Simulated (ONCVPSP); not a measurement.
# Building the ONCV potential for Ba (LDA (Perdew-Wang 92), fully relativistic).

* Element: barium
* Generator: ONCVPSP 4.0.1
* Type: optimised norm-conserving Vanderbilt (ONCV)
* Functional: LDA (Perdew-Wang 92)
* Relativity: fully relativistic
* Frozen core: [Kr] 4d10
* Valence charge: 10
* Reference configuration: 5s2 5p6 6s1.75 (charge +0.25)
* Partial waves: 5s+6s: rc 2.35 bohr, ncon 4, nbas 8, qcut 6.5 1/bohr, 2 projectors; 5p: rc 3.10 bohr, ncon 4, nbas 8, qcut 4.9 1/bohr, 2 projectors, debl 0.4 Ha; d scattering state at 0.17 Ha: rc 2.35 bohr, ncon 5, nbas 8, qcut 4.3 1/bohr, local
* Local potential: the d channel
* Core correction: Teter function, parameters optimised by the program

Open shells are filled in proportion to 2j + 1.

All-electron outer shells of the reference configuration (LDA (PZ), scalar-relativistic, ld1.x):

```tsv
shell	level (eV)	outermost node (bohr)	outermost maximum (bohr)
5s	-35.13	0.80	1.47
5p	-20.13	0.86	1.67
6s	-4.42	1.96	4.00
```

(1) Does this generation succeed?

Results:

(1) No. ONCVPSP 4.0.1 stopped with "ERROR pspot: first pseudo wave function has node, program will stop": the optimised pseudo-wave of the first projector has a node, so the radial equation cannot be inverted for a potential. It happened in the s channel.
